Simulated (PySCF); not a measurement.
Polarisability and C₆ of S²⁺ (sulfur, charge +2)

[Ne] 3s2 3p2, high-spin 3P determinant. All numbers are calculated (PySCF 2.14, scalar relativity by spin-free X2C-1e, in ANO-RCC-VTZP (5s4p2d1f, 34 functions)). Coupled (time-dependent) response in atomic units; α is the mean over directions. The basis has no added diffuse functions, which lowers α and C₆.

```
 method  mean α (bohr³)         α xx, yy, zz  C₆ (like pair)  S(−4)
    UHF           7.443  7.670, 7.330, 7.330           26.99  19.97
    PBE           7.264  7.411, 7.191, 7.191           26.18  17.78
   PBE0           7.278  7.456, 7.188, 7.188           26.23  17.99
wB97M-V           7.338  7.422, 7.296, 7.296           26.40  18.28
   MN15           7.271  7.372, 7.221, 7.221           25.13  20.16
```

S(−4) is the Cauchy moment in α(ω) = α(0) + S(−4) ω² + …

α(iu) at wB97M-V:

| u (hartree) | α(iu) (bohr³) |
| --- | --- |
| 0 | 7.338 |
| 0.0500 | 7.293 |
| 0.100 | 7.160 |
| 0.200 | 6.680 |
| 0.300 | 6.019 |
| 0.500 | 4.595 |
| 0.750 | 3.166 |
| 1.00 | 2.220 |
| 1.50 | 1.215 |
| 2.00 | 0.7540 |
| 3.00 | 0.3723 |
| 5.00 | 0.1510 |

A single London oscillator, α(iu) = α/(1 + u²/ω²), gives C₆ = (3/4) ω α². Matching the computed C₆ needs ω = 4 × 26.40 / (3 × 7.338²) = 0.654 hartree.

For an ion, C₆ is the dispersion term alone; charge-induced terms of lower order in 1/R come first.

The components differ because the open shell of this determinant is not spherical; for a pure term their mean is the scalar polarisability.
